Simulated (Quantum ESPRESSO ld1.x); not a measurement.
Results of a calculation; reference values are marked as such.
The vanadium ion V+, configuration [Ar] 3d2 4p2 (not the ground configuration). Level of theory: scalar-relativistic Kohn-Sham, LDA (Slater exchange, VWN5 correlation), spin-polarised, spherical densities, point nucleus; open shells are filled with parallel spins first (ld1.x of Quantum ESPRESSO 7.5).

Radial electron density D(r) = 4 pi r^2 rho(r):

```
   r/bohr * D(r) (the largest magnitude, 29.6, reaches the edge; | marks zero)
 0.003759 | *
 0.004307 |  *
 0.004935 |   *
 0.005653 |    *
 0.006477 |     *
 0.007421 |       *
 0.008502 |         *
  0.00974 |           *
  0.01116 |              *
  0.01278 |                 *
  0.01465 |                     *
  0.01678 |                         *
  0.01938 |                             *
   0.0222 |                                  *
  0.02544 |                                      *
  0.02914 |                                          *
  0.03339 |                                              *
  0.03825 |                                                 *
  0.04383 |                                                  *
  0.05021 |                                                  *
  0.05753 |                                                *
  0.06591 |                                             *
  0.07551 |                                          *
  0.08651 |                                       *
  0.09911 |                                      *
   0.1136 |                                      *
   0.1301 |                                         *
    0.149 |                                             *
   0.1708 |                                                  *
   0.1956 |                                                     *
   0.2241 |                                                      *
   0.2568 |                                                   *
   0.2942 |                                            *
   0.3371 |                                   *
   0.3862 |                          *
   0.4424 |                   *
   0.5069 |                *
   0.5807 |                *
   0.6653 |                  *
   0.7622 |                    *
   0.8733 |                    *
    1.001 |                  *
    1.146 |              *
    1.313 |         *
    1.517 |     *
    1.738 |   *
    1.991 |  *
    2.281 | *
    2.613 | *
    2.994 | *
     3.43 |*
    3.929 |*
    4.502 |*
    5.158 *
    5.909 *
     6.77 *
    7.756 *
    8.886 *
    10.18 *
```

D(r) has 3 maxima, at r = 0.0460, 0.214, 0.813 bohr, and minima at 0.103, 0.532 bohr, inside which lie 2.13, 10.48 electrons.
